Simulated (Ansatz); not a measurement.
Reaction (ligand exchange at the Si–C bond): `FC([SiH3])[SiH2]S` + H₂S → `S[SiH2]S` + `FC[SiH3]`

Isolated molecules relaxed with PBE0-D4/def2-TZVP in Ansatz; ΔE leaves out vibrations. CCSD(T)/CBS adds triple-zeta CCSD(T) − MP2 to the extrapolated MP2 energy (def2 sets, frozen cores). This one scheme is used for every species. DFT in def2-TZVPP. One conformer a species, not always the lowest.

```
       level  ΔE (kJ/mol)
   r2SCAN-D4        -66.2
HF/CBS(def2)        -76.1
```

(1) What does CCSD(T)/CBS give? (Estimate.)

Largest T1 diagnostic among the species: 0.012.

## Answers

(1) The calculation gave: -65.4 kJ/mol. The listed levels differ from it by -0.8, -10.7 kJ/mol.

In def2-TZVPP, CCSD(T) changes the Hartree–Fock value by +13.2 kJ/mol (the triples alone add +1.4 kJ/mol) and MP2 by +8.3 kJ/mol. The D4 term adds +5.7 kJ/mol with B3LYP and +3.5 kJ/mol with PBE0; it sums over pairs of atoms, weighted by their polarisabilities, and B3LYP, whose exchange is more repulsive, gets the larger term.

B3LYP here is the variant with VWN-RPA as its local correlation; programs differ in this.
